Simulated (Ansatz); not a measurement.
**Cost against result**

Saddle point of BSiH5Cl2, closed shell (BHCl₂ ([Cl][BH][Cl]) + SiH₄ → BSiH₃Cl₂ ([SiH3][B]([Cl])[Cl]) + H₂; bonds formed: B1–Si6, H2–H5; bonds broken: B1–H2, H5–Si6), PBE0-D4/def2-TZVP structure:

B1  (-0.607, 0.275, -0.713)
H2  (-0.072, 0.045, -1.880)
Cl3  (-2.049, -0.804, -0.661)
Cl4  (-0.769, 2.068, -0.642)
H5  (0.497, -0.214, -1.071)
Si6  (0.593, -0.271, 0.940)
H7  (1.864, 0.494, 1.009)
H8  (0.873, -1.728, 0.994)
H9  (-0.331, 0.134, 2.024)
(Å)

Barriers are electronic and count from the start structure reached by relaxing down the imaginary mode.

Program: Ansatz 0.2.0. Basis: as named in each row. Cores are frozen in the correlated methods. B3LYP uses VWN-RPA correlation. Extrapolation: Hartree–Fock as exp(−7.88 √X), correlation as X^−2.97.

Times are rough, for one single point on 4 threads of a shared host (Arm Neoverse V1).

The estimate by CCSD(T) at an estimated basis limit (MP2 extrapolated from triple and quadruple zeta, plus CCSD(T) − MP2 in triple zeta) is 32.36 kcal/mol.

| method | basis | time (s) | barrier (kcal/mol) | method less estimate |
| --- | --- | --- | --- | --- |
| HF | STO-3G | under 1 | 67.12 | 34.76 |
| PBE-D4 | STO-3G | under 1 | 40.26 | 7.90 |
| SPW92 | def2-SVP | under 1 | 13.85 | -18.51 |
| B3LYP-D4 | 6-31G | under 1 | 35.12 | 2.77 |
| PBE-D4 | def2-SVP | under 1 | 23.08 | -9.28 |
| PBE0-D4 | def2-SVP | under 1 | 25.75 | -6.61 |
| SPW92 | def2-TZVPP | 1 | 14.02 | -18.33 |
| CCSD(T) | def2-SVP | 2 | 38.47 | 6.11 |
| BLYP-D4 | def2-TZVPP | 2 | 31.48 | -0.87 |
| PBE-D4 | def2-TZVPP | 2 | 23.07 | -9.28 |
| B3LYP-D4 | def2-TZVPP | 2 | 32.97 | 0.61 |
| BHLYP-D4 | def2-TZVPP | 2 | 37.09 | 4.73 |
| CAM-B3LYP-D4 | def2-TZVPP | 3 | 33.77 | 1.41 |
| PBE0-D4 | def2-TZVPP | 3 | 25.77 | -6.59 |
| r2SCAN-D4 | def2-TZVPP | 4 | 27.16 | -5.19 |
| RPA on PBE | def2-TZVPP | 4 | 36.04 | 3.69 |
| wB97M-V | def2-SVP | 4 | 31.19 | -1.17 |
| B2PLYP | def2-TZVPP | 4 | 34.89 | 2.54 |
| r2SCAN0-D4 | def2-TZVPP | 4 | 28.79 | -3.56 |
| PBE-QIDH | def2-TZVPP | 5 | 29.48 | -2.87 |
| wB97X-V | def2-TZVPP | 7 | 32.15 | -0.20 |
| B97M-V | def2-TZVPP | 8 | 29.81 | -2.55 |
| wB97M-V | def2-TZVPP | 8 | 31.79 | -0.56 |
| MP2 | def2-QZVPP | 15 | 30.88 | -1.48 |
| CCSD(T) | def2-TZVPP | 66 | 34.36 | 2.00 |

All methods are single points on the PBE0-D4 structures.

No T1 diagnostic of these runs exceeds 0.013.

Labels in which every atom is bracketed show which atoms are joined, not bond orders.
